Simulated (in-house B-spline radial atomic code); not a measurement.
# RPA and G0W0 on BLYP: V8+

Configuration [Ne] 3s2 3p3, highest spin, mean-field start BLYP. Computed with a B-spline radial code for spherical atoms: all electrons, scalar-relativistic (spin-free one-electron X2C), finite nucleus, each spin shell either full or empty, empty states to l = 9 with an (l + 1/2)⁻⁴ tail; G0W0 by contour deformation at full frequency.

Command:
```bash
python run_gw.py task.json out
```
Settings (radii: box in bohr, nucleus in fm):
```
Z                        23
electrons                15
configuration            [Ne] 3s2 3p3
hamiltonian              x2c
method                   b88,lyp
lmax                     9
rms_radius               3.6002
spin_polarised           True
box_radius               7.7
intervals                67
```

Cost of the run: 1.8 s on 1 thread of Intel(R) Xeon(R) Platinum 8375C CPU @ 2.90GHz, with other jobs on the host.

Energies (hartree):

```
                                     term       value
                         mean-field total  -926.60446
Hartree-Fock functional on these orbitals  -925.89517
                      direct second order     -1.1382
                    second-order exchange     0.41449
                         SOSEX correction     0.37618
```

Question: What is the RPA correlation energy, and what remains with SOSEX?

Answer: RPA gives -1.0038 hartree (-1.82 eV per electron); RPA + SOSEX gives -0.62759, and the second-order doubles -0.72374 hartree (no singles). RPA lacks exchange-type terms and so overcorrelates at short range.

Quasi-particle levels (eV):

```tsv
level	occupied	mean field	Σx - vxc	Σc	QP weight	G0W0
3p up	yes	-191.72	-12.55	?	?	?
3s down	yes	-212.61	-8.16	-3.65	0.962	-224.42
2p down	yes	-675.48	-41.15	7.67	0.941	-708.96
3p down	no	-184.77	14.41	-3.82	0.956	-174.19
```

G0W0 = mean field + (Σx - vxc) + Σc, with Σc (partial-wave tail included) taken at the quasi-particle energy. Only the outer levels were computed. Levels of low weight are left out.

Question: Where does G0W0 put 3p up?

Answer: At -204.45 eV, with Σc = -0.17 eV and a quasi-particle weight of 0.956. The tabulated removal energy is 206 ± 0.4 eV (NIST, semi-empirical); the calculation leaves out spin-orbit coupling, Breit and QED terms, and what these don't explain is the method's own error.
